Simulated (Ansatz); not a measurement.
The lowest singlet and triplet of NH2 (SMILES [NH2+]); geometries from B3LYP-D3(BJ)/def2-TZVP, each state relaxed from the structure named, with no frequency check.
Singlet (charge 1, multiplicity 1):
```xyz
3

N      0.000     0.137     0.022
H     -0.849    -0.482    -0.078
H      0.852    -0.478    -0.078
```

```
level                                     gap E(singlet) − E(triplet), vertical, at the singlet's geometry (kJ/mol)  cost
----------------------------------------  -------------------------------------------------------------------------  ----
R-HF/cc-pVDZ                                                                                                  140.7     -
R-HF/cc-pVQZ                                                                                                  142.4     -
R-SVWN5/def2-TZVPP                                                                                             79.6  ×0.7
U-SVWN5/def2-TZVPP (spin-contaminated)                                                                         37.3    ×1
R-PBE/def2-TZVPP                                                                                               85.5    ×1
U-PBE/def2-TZVPP (spin-contaminated)                                                                           23.6    ×3
R-r2SCAN/def2-TZVPP                                                                                           114.9    ×2
R-B3LYP/def2-TZVPP                                                                                             68.6    ×1
U-B3LYP/def2-TZVPP (spin-contaminated)                                                                         16.7    ×2
R-PBE0/def2-TZVPP                                                                                              93.5  ×0.9
U-PBE0/def2-TZVPP (spin-contaminated)                                                                          28.2    ×2
U-BHLYP/def2-TZVPP (spin-contaminated)                                                                         19.7    ×2
R-wB97X-V/def2-TZVPP                                                                                           55.4    ×2
U-wB97M-V/def2-TZVPP (spin-contaminated)                                                                       29.4    ×6
R-B2PLYP/def2-TZVPP                                                                                            72.0    ×1
U-B2PLYP/def2-TZVPP (spin-contaminated)                                                                        24.4    ×2
R-MP2/cc-pVDZ                                                                                                  93.7     -
R-MP2/cc-pVTZ                                                                                                  83.7     -
R-MP2/cc-pVQZ                                                                                                  79.4     -
R-SCS-MP2/cc-pVDZ                                                                                              74.5     -
R-CCSD/cc-pVDZ                                                                                                 71.4     -
R-CCSD/cc-pVTZ                                                                                                 63.3     -
R-CCSD/cc-pVQZ                                                                                                 60.6     -
R-CCSD(T)/cc-pVQZ                                                                                              56.2   ×10
R-CCSDT/cc-pVTZ                                                                                                57.9     -
R-CCSDT(Q)/cc-pVDZ                                                                                             66.7    ×5
R-CCSDT(Q)/cc-pVTZ                                                                                             57.5   ×40
SA-CASSCF(6,6)/cc-pVDZ                                                                                         72.8     -
SA-CASSCF(6,6)/cc-pVTZ                                                                                         69.2     -
SA-CASSCF(6,6)/cc-pVQZ                                                                                         68.8     -
SC-NEVPT2 on SA-CASSCF(6,6)/cc-pVDZ                                                                            66.5     -
SC-NEVPT2 on SA-CASSCF(6,6)/cc-pVTZ                                                                            57.3     -
SC-NEVPT2 on SA-CASSCF(6,6)/cc-pVQZ                                                                            53.9     -
FIC-NEVPT4(SD) on SA-CASSCF(6,6)/cc-pVDZ                                                                       65.9     -
FIC-NEVPT4(SD) on SA-CASSCF(6,6)/cc-pVTZ                                                                       55.9     -
FIC-NEVPT4(SD) on SA-CASSCF(6,6)/cc-pVQZ                                                                       52.6     -
FIC-MRCISD+Q on SA-CASSCF(6,6)/cc-pVDZ                                                                         65.6     -
FIC-MRCISD+Q on SA-CASSCF(6,6)/cc-pVTZ                                                                         55.6     -
FIC-MRCISD+Q on SA-CASSCF(6,6)/cc-pVQZ                                                                         52.4     -
FCI/cc-pVDZ                                                                                                    66.4    ×6
```

The rows run from 16.7 (U-B3LYP/def2-TZVPP (spin-contaminated)) to 142.4 kJ/mol (R-HF/cc-pVQZ). In cc-pVQZ the value moves R-HF 142.4, R-MP2 79.4, R-CCSD 60.6, R-CCSD(T) 56.2, a shift of -86.2 from R-HF to R-CCSD(T). From cc-pVDZ to cc-pVQZ R-MP2 changes by -14.4. The 7 R-functionals in def2-TZVPP without D3 or D4 span 59.4, from R-wB97X-V to R-r2SCAN.

A positive gap puts the triplet lower; no zero-point energy. R- takes a restricted singlet. U- takes an unrestricted singlet (broken symmetry where lower, unprojected). The triplet is unrestricted in single-reference levels. Active spaces average the two states.

Correlated levels freeze the cores.

Doubts at one or more of the structures used: a restricted determinant that unrestricted orbitals would lower (R-HF/cc-pVDZ, R-HF/cc-pVQZ, R-SVWN5/def2-TZVPP, R-PBE/def2-TZVPP, R-r2SCAN/def2-TZVPP, R-B3LYP/def2-TZVPP, R-PBE0/def2-TZVPP, R-wB97X-V/def2-TZVPP, R-B2PLYP/def2-TZVPP, R-MP2/cc-pVDZ, R-MP2/cc-pVTZ, R-MP2/cc-pVQZ, R-SCS-MP2/cc-pVDZ, R-CCSD/cc-pVDZ, R-CCSD/cc-pVTZ, R-CCSD/cc-pVQZ, R-CCSD(T)/cc-pVQZ, R-CCSDT/cc-pVTZ, R-CCSDT(Q)/cc-pVDZ, R-CCSDT(Q)/cc-pVTZ).

Programs: Ansatz (a quantum-chemistry and plane-wave program). Each number belongs to the level named beside it.

Costs are rough ratios of core time to R-PBE/def2-TZVPP (about 1.0 s over the structures, on one shared machine); a dash marks a level with no comparable run of its own.
